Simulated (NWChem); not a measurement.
Species: C4H5F; SMILES C(=C=CF)C

```xyz
10

C     -0.4852     2.2902    -0.1599
C      0.4081     1.1983     0.3741
C      0.3674    -0.0590     0.0092
C      0.3487    -1.3039    -0.3824
F     -0.4195    -2.2546     0.2112
H     -1.1914     1.9036    -0.8991
H      0.1131     3.0837    -0.6264
H     -1.0522     2.7557     0.6567
H      1.1400     1.5012     1.1272
H      0.9321    -1.7070    -1.2052
```
Atoms are numbered in this order, from 1.

Results from NWChem. Structure relaxed at the B3LYP/6-31G* (spherical d) level.

Task: What does the run give for PBE/def2-TZVP? Quantities: highest occupied level (eV); orbital gap (eV); dipole (D).

Result: 
```yaml
highest occupied level (eV): -6.08
orbital gap (eV): 4.65
dipole (D): 2.08
```
